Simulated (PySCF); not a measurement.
CH9FOSi3. Atoms are numbered in the order given.

```xyz
15

C      3.2349     1.2559    -0.3210
Si     1.5631     0.4242    -0.6639
Si     0.2677     0.4048     1.3071
O     -1.2031    -0.4050     1.0736
Si    -2.2388    -0.7825    -0.1603
F     -1.3605    -1.0244    -1.5262
H      3.0959     2.3008     0.0222
H      3.8544     1.2764    -1.2402
H      3.7981     0.7071     0.4604
H      0.8133     1.1780    -1.7308
H      1.7645    -0.9926    -1.1316
H      0.9877    -0.2982     2.4272
H     -0.0226     1.8128     1.7665
H     -2.9401    -2.0581     0.1763
H     -3.1805     0.3484    -0.4376
```

The structure is a stationary point at PBE-D3(BJ)/def2-SVP. This is a generated structure with no PubChem entry under its InChIKey; it may be hypothetical. Other conformers were not sampled.

Method: PBE-D3(BJ)/def2-SVP (PySCF).

Frequencies are harmonic and unscaled.

```tsv
mode	ν (cm⁻¹)	IR (km/mol)	moving atoms (share of kinetic energy)
1	30	1.6	Si 35 %, F 30 %, H 27 %
2	46	1.8	O 38 %, H 24 %, Si 19 %, F 16 %
3	68	0.6	Si 29 %, H 27 %, F 21 %, C 20 %
4	73	0.4	Si 32 %, F 19 %, O 19 %, H 17 %, C 13 %
5	102	3.1	Si 38 %, C 23 %, H 20 %, F 12 %
6	151	0.2	H 95 %
7	192	2.5	Si 42 %, C 18 %, F 15 %, H 13 %, O 12 %
8	336	15.3	H 95 %
9	344	17.7	O 49 %, F 24 %, Si 23 %
10	420	1.3	Si 85 %, H 13 %
11	491	0.7	H 86 %, Si 13 %
12	592	2.0	Si 62 %, H 19 %, O 18 %
13	631	4.0	H 85 %, Si 13 %
14	645	67.3	H 87 %, C 10 %
15	678	69.2	C 39 %, Si 33 %, H 27 %
16	681	99.1	H 66 %, Si 21 %
17	698	0.2	H 96 %
18	717	22.6	H 92 %
19	796	363.8	H 76 %, Si 14 %
20	829	57.3	F 53 %, H 26 %, Si 21 %
21	856	29.0	H 79 %, C 17 %
22	864	55.9	H 80 %, Si 13 %
23	895	42.0	H 95 %
24	914	201.6	H 93 %
25	946	175.4	H 66 %, Si 25 %
26	948	107.6	H 91 %
27	1051	407.6	O 75 %, Si 19 %
28	1215	7.3	H 80 %, C 20 %
29	1386	2.1	H 96 %
30	1387	7.0	H 96 %
31	2133	104.6	H 97 %
32	2151	47.9	H 98 %
33	2152	75.4	H 97 %
34	2163	140.6	H 96 %
35	2199	121.2	H 97 %
36	2220	142.9	H 96 %
37	2978	3.8	H 97 %
38	3079	1.2	H 91 %, C 9 %
39	3081	2.1	H 91 %, C 9 %
```
